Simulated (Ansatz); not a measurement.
Two structures of Si2H6OF4, singlet, reached by relaxing down either side of one saddle point (PBE0-D4/def2-TZVP). Energies are electronic, without zero-point energy. Computed with Ansatz 0.2.0 (basis: def2-TZVPP and def2-QZVPP); correlated methods freeze the cores. Extrapolation: Hartree–Fock as exp(−7.88 √X), correlation as X^−2.97. First:

```
13
angstrom
Si -1.1675 0.6462 0.7050
O 0.0242 0.1879 -0.3248
Si 0.0429 -0.1721 -1.9628
F -2.1777 1.5233 -0.1431
F -0.5095 1.5798 1.7854
H -1.8947 -0.4703 1.2975
H 1.2867 -0.9764 2.0998
F 0.4595 -1.2380 2.4532
H 1.5043 -0.0050 0.3888
F 2.2586 -0.2453 0.9120
H 0.0640 1.0898 -2.7346
H 1.2757 -0.9562 -2.1894
H -1.1662 -0.9639 -2.2871
```

Second:

Si1  (-0.949, 0.384, 1.030)
O2  (0.244, -0.210, -0.203)
Si3  (0.027, 0.032, -1.901)
F4  (-1.805, 0.783, -0.339)
F5  (-0.644, 1.883, 1.462)
H6  (-2.055, -0.385, 1.614)
H7  (1.571, -0.781, 1.839)
F8  (0.143, -0.267, 2.163)
H9  (1.104, -0.576, 0.127)
F10  (2.229, -1.031, 1.192)
H11  (-0.049, 1.470, -2.201)
H12  (1.298, -0.537, -2.412)
H13  (-1.116, -0.766, -2.370)
(Å)

(1) Which bonds change from the first to the second?

(2) Give the saddle point's structure and its height above each. (An estimate is asked for; the value comes from the calculation.)

T1 diagnostic: at most 0.012.

## Answers

(1) Si₂H₄OF₂ ([F][SiH]([F])[O][SiH3]) + HF + HF → SiHF₃ ([F][SiH]([F])[F]) + SiH₄O ([OH][SiH3]) + HF (still joined by a long Si–O bond); bonds formed: Si1–F8, O2–H9, H7–F10; bonds broken: H7–F8, H9–F10; bonds weakened to dative contacts: Si1–O2.

(2) The calculation gives: 13.55 kcal/mol above the first and 8.86 kcal/mol above the second (CCSD(T) at an estimated basis limit (MP2 extrapolated from triple and quadruple zeta, plus CCSD(T) − MP2 in triple zeta)).
```
atom    x (Å)    y (Å)    z (Å)
 Si1  -0.9443   0.4010   0.9397
  O2   0.2202  -0.1688  -0.2018
 Si3   0.0709   0.0029  -1.8950
  F4  -1.9161   0.8935  -0.2740
  F5  -0.5787   1.8228   1.5317
  H6  -1.8849  -0.5001   1.6017
  H7   1.2515  -0.6637   1.8056
  F8   0.2900  -0.3158   2.2438
  H9   1.2183  -0.5917   0.2426
 F10   2.0380  -0.9450   0.9893
 H11  -0.0010   1.4335  -2.2437
 H12   1.3331  -0.6000  -2.3811
 H13  -1.0968  -0.7686  -2.3588
```

Steps of this kind, hydrogen fluoride cutting a network bond, underlie vapour etching and the fluorination step of atomic layer etching. Here a small cluster stands in for the surface site.

Labels in which every atom is bracketed show which atoms are joined, not bond orders.

For scale, one of the runs: CCSD(T)/def2-TZVPP, 323 basis functions, launched by `ansatz run in.yaml --threads 4 --pin off --events-out ev --progress --plain --max-ram 46080MiB --backend cuda --devices 0, --max-vram 37GiB`. Hardware: 4 CPU threads of an AMD EPYC 7R13 and a share of one NVIDIA H100, shared host. Wall time 11 s; peak host memory 0.88 GiB.
